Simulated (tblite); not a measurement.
Species: cyclobutanecarboxylic acid, C5H8O2.
Bonds: O1–C2 (double), C2–O3, C2–C4, C4–C5, C5–C6, C6–C7, C4–C7. Hydrogens: H8 on O3; H9 on C4; H10, H11 on C5; H12, H13 on C6; H14, H15 on C7.

Computed with GFN2-xTB (tblite), gas phase: Langevin dynamics at 300 K from the optimised GFN2-xTB geometry, time step 0.5 fs, friction 0.01 fs⁻¹, 2000 steps. The instantaneous temperature is 2·E(kin)/(3Nk) with all 3N coordinates.

| t (fs) | T (K) | E(pot) above start (eV) | O1=C2 (Å) | C2–O3 (Å) | C2–C4 (Å) | C4–C5 (Å) | C5–C6 (Å) | O3–H8 (Å) | O1–C2–C4–C5 (°) |
| --- | --- | --- | --- | --- | --- | --- | --- | --- | --- |
| 0 | 239 | 0.000 | 1.202 | 1.341 | 1.500 | 1.544 | 1.534 | 0.971 | -50 |
| 50 | 237 | 0.394 | 1.202 | 1.340 | 1.490 | 1.567 | 1.533 | 0.969 | -53 |
| 100 | 221 | 0.496 | 1.236 | 1.350 | 1.494 | 1.575 | 1.525 | 0.966 | -48 |
| 150 | 257 | 0.227 | 1.196 | 1.347 | 1.518 | 1.548 | 1.507 | 0.955 | -47 |
| 200 | 271 | 0.291 | 1.200 | 1.333 | 1.520 | 1.547 | 1.544 | 0.997 | -51 |
| 250 | 231 | 0.468 | 1.226 | 1.402 | 1.483 | 1.521 | 1.499 | 0.977 | -54 |
| 300 | 308 | 0.439 | 1.204 | 1.331 | 1.506 | 1.584 | 1.525 | 0.970 | -64 |
| 350 | 363 | 0.495 | 1.194 | 1.362 | 1.495 | 1.535 | 1.522 | 1.000 | -88 |
| 400 | 332 | 0.561 | 1.187 | 1.336 | 1.497 | 1.496 | 1.546 | 0.971 | -88 |
| 450 | 204 | 0.587 | 1.207 | 1.360 | 1.503 | 1.552 | 1.503 | 0.962 | -109 |
| 500 | 279 | 0.348 | 1.203 | 1.365 | 1.507 | 1.538 | 1.559 | 0.955 | -113 |
| 550 | 264 | 0.539 | 1.212 | 1.327 | 1.445 | 1.566 | 1.574 | 0.956 | -129 |
| 600 | 269 | 0.449 | 1.199 | 1.335 | 1.505 | 1.556 | 1.521 | 0.974 | -151 |
| 650 | 262 | 0.545 | 1.202 | 1.379 | 1.507 | 1.509 | 1.537 | 0.985 | -154 |
| 700 | 379 | 0.533 | 1.200 | 1.369 | 1.508 | 1.493 | 1.527 | 0.969 | -152 |
| 750 | 304 | 0.524 | 1.215 | 1.309 | 1.480 | 1.602 | 1.479 | 0.992 | -155 |
| 800 | 284 | 0.646 | 1.210 | 1.370 | 1.557 | 1.545 | 1.562 | 0.979 | -171 |
| 850 | 270 | 0.552 | 1.191 | 1.329 | 1.528 | 1.563 | 1.535 | 0.955 | -178 |
| 900 | 312 | 0.753 | 1.237 | 1.354 | 1.461 | 1.537 | 1.546 | 0.929 | 179 |
| 950 | 238 | 0.748 | 1.176 | 1.329 | 1.511 | 1.550 | 1.518 | 0.965 | 170 |
| 1000 | 237 | 0.615 | 1.195 | 1.400 | 1.467 | 1.541 | 1.527 | 1.006 | -179 |

Question: From 500 fs on, how do temperature and potential energy compare with equipartition?

Answer: The mean temperature of these 11 frames is 282 K against the target 300 K, and the mean potential energy 0.57 eV against 39 × kT/2 = 0.50 eV for 39 classical harmonic modes. For 15 atoms in a canonical ensemble the temperature itself scatters by T·√(2/(3N)) = 63 K; here its standard deviation is 38 K. The whole run lasts only 10 friction times of 100 fs, so these averages carry a wide statistical error.

Question: What are the kinetic and total energies of the listed frame with the highest potential energy?

Answer: The one at 900 fs, 0.753 eV above the start. Its kinetic energy is 3NkT/2 = 0.604 eV at 312 K, so the sum is 1.36 eV; over the listed frames the sum runs from 0.46 to 1.36 eV, since the thermostat adds and removes energy.

Question: How much do the listed bonds fluctuate from 500 fs on?

Answer: 
| bond | at the start (Å) | mean (Å) | standard deviation (Å) |
| --- | --- | --- | --- |
| O1=C2 | 1.202 | 1.204 | 0.015 |
| C2–O3 | 1.341 | 1.352 | 0.026 |
| C2–C4 | 1.500 | 1.498 | 0.031 |
| C4–C5 | 1.544 | 1.545 | 0.027 |
| C5–C6 | 1.534 | 1.535 | 0.025 |
| O3–H8 | 0.971 | 0.970 | 0.020 |

The motion is classical and holds no zero-point motion.

What follows is the cost of the whole dynamics run. Hardware: Intel Xeon at 2.50 GHz, one thread, shared host with 64 logical CPUs at a one-minute load of 28. Cost: 31 s wall, 25 s CPU, 0.18 GiB resident at most.
